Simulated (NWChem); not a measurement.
Species: CH₄BFO; SMILES COBF

```xyz
8

B     -0.6548    -0.7426     0.0000
H     -1.7158    -1.3296     0.0000
F      0.4941    -1.4392     0.0000
O     -0.6543     0.6074     0.0000
C      0.5393     1.3855     0.0000
H      1.4509     0.7540     0.0000
H      0.5452     2.0348    -0.8989
H      0.5452     2.0348     0.8989
```
Atoms are numbered in this order, from 1.

All runs use the structure optimised with PBE-D3(BJ)/def2-SVP.

Symmetry labels are those of Cs in the frame above (b1 and b2, or b-type labels, depend on it).

List the 4 lowest vertical singlet excitations and the 4 lowest triplet ones from B3LYP/6-31G* (spherical d), TDA (NWChem).


```
state  energy (eV)  oscillator strength  symmetry  leading excitation (squared amplitude)
-----  -----------  -------------------  --------  --------------------------------------
S1            8.47                0.008        a"                    HOMO−1 → LUMO (0.93)
S2            8.96                0.033        a"                    HOMO−2 → LUMO (0.92)
S3            9.13                0.228        a'                      HOMO → LUMO (0.94)
S4           10.25                0.017        a"                    HOMO → LUMO+1 (0.90)
T1            7.32       spin-forbidden        a'                      HOMO → LUMO (0.97)
T2            7.95       spin-forbidden        a"                    HOMO−1 → LUMO (0.79)
T3            8.29       spin-forbidden        a"                    HOMO−2 → LUMO (0.80)
T4            9.70       spin-forbidden        a"                    HOMO → LUMO+1 (0.66)
```
